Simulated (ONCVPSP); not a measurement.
# Before and after: ONCV potential for Bi

```json
{"Element": "Bi", "Generator": "ONCVPSP 4.0.1", "Type": "optimised norm-conserving Vanderbilt (ONCV)", "Functional": "BLYP", "Relativity": "scalar-relativistic", "Frozen core": "[Xe] 4f14 5d10", "Valence charge": "5", "Reference configuration": "6s2 6p3", "Partial waves": "6s: rc 1.80 bohr, ncon 4, nbas 8, qcut 3.1 1/bohr, 2 projectors, debl 3.6 Ha; 6p: rc 2.45 bohr, ncon 5, nbas 8, qcut 4 1/bohr, 2 projectors, debl 3.6 Ha; d scattering state at 0.1 Ha: rc 2.65 bohr, ncon 3, nbas 7, qcut 3.5 1/bohr, 2 projectors, debl 3.9 Ha", "Local potential": "polynomial inside 1.60 bohr (lpopt 5, dvloc0 2 Ha)", "Core correction": "polynomial model core, fcfact 0.65"}
```

Change: functional LDA (Perdew-Zunger).

Cutoffs: the cutoffs (Ha) at which the residual kinetic energy of the hardest occupied pseudo-wave falls to 1 and 0.1 mHa per electron; they do not see the model core or the augmentation charge, which bear on the density cutoff. Errors are all-electron minus pseudo energies relative to the spin-unpolarised reference configuration.

Task: What does the change do?

Result: The potential gets neither clearly harder nor softer (18 Ha and 44 Ha → 19 Ha and 44 Ha); the errors of the 4 common tests hardly move; neither file shows a bound ghost.

```tsv
quantity	base	changed
cutoff, loose	18 Ha	19 Ha
cutoff, tight	44 Ha	44 Ha
loose cutoff by channel	s 18 Ha, p 6.1 Ha	s 19 Ha, p 6.2 Ha
bound ghosts	none	none
GHOST(+) flags under 300 eV	s at 49.7 eV, p at 115.7 eV, d at 126.5 eV	s at 55.3 eV, p at 119.2 eV, d at 127.3 eV
error for 6s2 6p2, meV [ΔE 7.82 → 8.15 eV]	-12	-13
error for 6s2 6p1, meV [ΔE 23.04 → 23.72 eV]	-71	-74
error for 6s2 6p0, meV [ΔE 46.46 → 47.43 eV]	-225	-246
error for 6s1 6p0, meV [ΔE 91.94 → 93.35 eV]	-735	-808
s: phases at 1.83 bohr within 0.05 rad from the reference energy up to (Ha; the scan ends near 5)	1.8	2.0
p: phases at 2.49 bohr within 0.05 rad from the reference energy up to (Ha; the scan ends near 5)	4.1	4.2
d: phases at 2.69 bohr within 0.05 rad from the reference energy up to (Ha; the scan ends near 5)	0.4	0.4
rms error of d²Exc/dni dnj with the model core, mHa	0.74	0.59
```
